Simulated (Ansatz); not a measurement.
Basis-set extrapolation for CH2BClF2, SMILES `FBC(F)Cl` (PBE0-D4/def2-TZVP geometry, frozen core, the Gaussian-basis code of Ansatz). Multiplicity 1, RHF reference.

```json
{"": "HF", "def2-TZVPP": "-722.261693", "def2-QZVPP": "-722.285941"}
{"": "MP2 correlation", "def2-TZVPP": "-0.945223", "def2-QZVPP": "-1.030605"}
{"": "CCSD(T) correlation", "def2-TZVPP": "-1.010712", "def2-QZVPP": "not run"}
```

Energies in hartree. Use E(X) = E(∞) + A·exp(−7.88·√X) for Hartree–Fock and E(X) = E(∞) + B·X^(−2.97) for correlation, with X = 3 and 4, and add CCSD(T) minus MP2 of the smaller set to the MP2 limit.

Task: What is the CCSD(T) energy at the basis-set limit?

Result: HF limit: -722.285941 + (-0.024248) × 0.13774 = -722.28928. MP2 limit: -1.030605 + (-0.085382) × 0.74074 = -1.09385. Higher-order term: -1.010712 − (-0.945223) = -0.06549. Total: -723.44862 hartree, 110.6 kcal/mol below CCSD(T)/def2-TZVPP.
